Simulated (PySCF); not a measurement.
Two-component Hartree-Fock for Bi²⁺ (bismuth, charge +2)

Start: [Xe] 4f14 5d10 6s2 6p1; 6p1/2 filled at m_j = +1/2. Calculated with PySCF 2.14 in x2c-TZVPPall-2c (11s11p9d3f, 110 functions): generalised Hartree-Fock with the X2C-1e Hamiltonian and a Gaussian nucleus; one run each with spin-orbit coupling (SO) switched off, then screened by Boettger's factors.

```tsv
spinor shell	electrons	ε, spin-free (eV)	ε, screened SO (eV)	weight of nominal j (screened SO)	rms radius, screened SO (bohr)
1s1/2	2	-91069.7	-91027.4	1.000	0.0178
2s1/2	2	-16538.9	-16525.2	1.000	0.0718
2p1/2	2	-14172.3	-15853.5	1.000	0.0606
2p3/2	4	-14172.3	-13529.0	1.000	0.0691
3s1/2	2	-4080.1	-4075.2	1.000	0.183
3p1/2	2	-3393.8	-3772.6	1.000	0.175
3p3/2	4	-3393.8	-3245.0	1.000	0.192
3d3/2	4	-2690.4	-2754.8	1.000	0.168
3d5/2	6	-2690.4	-2643.3	1.000	0.172
4s1/2	2	-990.24	-988.35	1.000	0.401
4p1/2	2	-761.60	-855.68	1.000	0.404
4p3/2	4	-761.60	-723.80	1.000	0.438
4d3/2	4	-493.76	-507.84	1.000	0.446
4d5/2	6	-493.76	-482.54	1.000	0.457
4f5/2	6	-197.51	-199.49	1.000	0.479
5s1/2	2	-199.59	-198.81	1.000	0.890
4f7/2	8	-197.51	-194.04	1.000	0.480
5p1/2	2	-132.83	-150.63	1.000	0.952
5p3/2	4	-132.83	-125.11	1.000	1.04
5d3/2	4	-53.468	-54.995	1.000	1.29
5d5/2	6	-53.468	-51.533	1.000	1.33
6s1/2	2	-34.205	-33.949	0.998	2.25
6p1/2	1	-23.329	-25.288	1.000	2.63
```

```json
{"quantity": "E (hartree)", "spin-free": "-21512.94102", "screened SO": "-21554.16922"}
{"quantity": "M_J", "spin-free": "1/2", "screened SO": "1/2"}
{"quantity": "⟨J²⟩", "spin-free": "1.238", "screened SO": "0.758"}
{"quantity": "⟨L²⟩", "spin-free": "2.022", "screened SO": "2.216"}
{"quantity": "⟨S²⟩", "spin-free": "0.757", "screened SO": "0.953"}
```

Each row is a mean over spinors that exchange with the open shell spreads, by up to 0.738 eV (6s1/2).

Breit and QED terms are absent; they matter most for the inner s and p1/2 levels.

Densities and radii are taken from the X2C orbitals without a picture-change correction, which distorts them close to the nucleus.

Without spin-orbit coupling the j labels of p, d and f shells carry no meaning; the spin-free column gives the mean over the occupied spinors of each nl shell, and its ⟨J²⟩ belongs to a mixture of degenerate components.
